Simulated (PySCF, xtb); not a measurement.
B(H)(Me)(NHMe) (C₂H₈BN), SMILES B(NC)C.

GFN2-xTB (xtb) at its own geometry gives an orbital gap of 6.03 eV and a dipole moment of 1.92 D.

Geometry: B3LYP-D3(BJ)/def2-SVP. A frequency run showed that this geometry is not a minimum. This is a generated structure with no PubChem entry under its InChIKey; it may be hypothetical. The values are those of a single conformer.

Q: What does PBE/def2-TZVP (PySCF) give? (An estimate is asked for; the answer gives what the named calculation found.)

A: gap 5.94 eV (levels -6.27 and -0.33 eV), dipole 1.83 D.
